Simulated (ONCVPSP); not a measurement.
**What one change does to a pseudopotential (Cs, ONCV)**

```
Element                 : Cs (Z = 55)
Generator               : ONCVPSP 4.0.1
Type                    : optimised norm-conserving Vanderbilt (ONCV)
Functional              : PBE
Relativity              : fully relativistic
Frozen core             : [Kr] 4d10
Valence charge          : 9
Reference configuration : 5s2 5p6 6s1
Partial waves           : 5s+6s: rc 3.00 bohr, ncon 5, nbas 9, qcut 3.9 1/bohr, 2 projectors; 5p: rc 3.05 bohr, ncon 4, nbas 9, qcut 4 1/bohr, 2 projectors, debl 0.8 Ha; d scattering state at 0.3 Ha: rc 2.40 bohr, ncon 4, nbas 8, qcut 3.4 1/bohr, 3 projectors, debl 3 Ha
Local potential         : polynomial inside 2.05 bohr (lpopt 2, dvloc0 -1 Ha)
Core correction         : none
```

Open shells are filled in proportion to 2j + 1.

In the d channel the program set the typed energies aside and used 0.050, 3.050, 6.050 Ha (j = l + 1/2; the other j can differ).

Change: local potential polynomial inside 2.05 bohr (lpopt 2, dvloc0 -1.5 Ha).

Cutoffs: the cutoffs (Ha) at which the residual kinetic energy of the hardest occupied pseudo-wave falls to 1 and 0.1 mHa per electron; they do not see the model core or the augmentation charge, which bear on the density cutoff. Errors are all-electron minus pseudo energies relative to the spin-unpolarised reference configuration.

What does the change do?

The potential gets neither clearly harder nor softer (5.4 Ha and 7.0 Ha → 5.4 Ha and 7.0 Ha); the errors of the 4 common tests hardly move; neither file shows a bound ghost.

```csv
quantity,base,changed
"cutoff, loose",5.4 Ha,5.4 Ha
"cutoff, tight",7.0 Ha,7.0 Ha
bound ghosts,none,none
GHOST(+) flags under 300 eV,none,none
"error for 5s2 5p6 6s0, meV [ΔE 3.86 eV]",+0.1,+0.1
"error for 5s2 5p6 6s0.5, meV [ΔE 1.47 eV]",0.0,0.0
"error for 5s2 5p6 6s0 6p1, meV [ΔE 1.37 eV]",+0.1,+0.1
"error for 5s1 5p6 6s1, meV [ΔE 31.65 eV]",-72,-72
s: phases at 3.05 bohr within 0.05 rad from the reference energy up to (Ha; the scan ends near 5),2.3,2.2
p3/2: phases at 3.09 bohr within 0.05 rad from the reference energy up to (Ha; the scan ends near 5),2.8,2.7
p1/2: phases at 3.09 bohr within 0.05 rad from the reference energy up to (Ha; the scan ends near 5),2.8,2.7
d5/2: phases at 2.43 bohr within 0.05 rad from the reference energy up to (Ha; the scan ends near 5),to the end of the scan,to the end of the scan
d3/2: phases at 2.43 bohr within 0.05 rad from the reference energy up to (Ha; the scan ends near 5),to the end of the scan,to the end of the scan
```

Base: The cutoffs count occupied waves only; projector 3 of the d channel, the hardest unoccupied one, needs 19 Ha at the loose tolerance. These tests converged, but a pseudo level misses the all-electron one widely, so the file describes the atom poorly there or has found another state: 5s2 5p6 6s0 6p1: empty 6s by 2.9 eV. Changed file: The cutoffs count occupied waves only; projector 3 of the d channel, the hardest unoccupied one, needs 19 Ha at the loose tolerance. These tests converged, but a pseudo level misses the all-electron one widely, so the file describes the atom poorly there or has found another state: 5s2 5p6 6s0 6p1: empty 6s by 2.9 eV.
